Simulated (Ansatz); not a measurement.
2,2'-bipyridine (C10H8N2), SMILES c1ccc(-c2ccccn2)nc1.

Coordinates come from a CAM-B3LYP-D3(BJ)/def2-SVP optimisation. One conformer was computed; it need not be the lowest.

Two levels are set side by side: PBE-D3(BJ)/def2-SVP (Ansatz, a program for electronic structure) and CAM-B3LYP-D3(BJ)/def2-SVP (Ansatz). Each state was relaxed at each level; gas phase, no zero-point terms. Differences are taken from unrounded values.

```csv
quantity,PBE-D3(BJ)
"ionisation energy, vertical (eV)",7.98
"ionisation energy, adiabatic (eV)",7.65
"ionisation energy, four-point λ (meV)",896
"T1 energy, vertical (eV)",3.10
"T1 energy, adiabatic (eV)",2.65
"T1 energy, four-point λ (meV)",1120
```

Problem. These are the PBE-D3(BJ) values. What does CAM-B3LYP-D3(BJ) give? (Estimate from the structure and the level; the computed values follow.)

Solution. 
```csv
quantity,CAM-B3LYP-D3(BJ),PBE-D3(BJ) minus CAM-B3LYP-D3(BJ)
"ionisation energy, vertical (eV)",8.60,-0.62
"ionisation energy, adiabatic (eV)",8.45,-0.80
"ionisation energy, four-point λ (meV)",308,588
"T1 energy, vertical (eV)",3.84,-0.74
"T1 energy, adiabatic (eV)",3.15,-0.50
"T1 energy, four-point λ (meV)",1393,-273
```
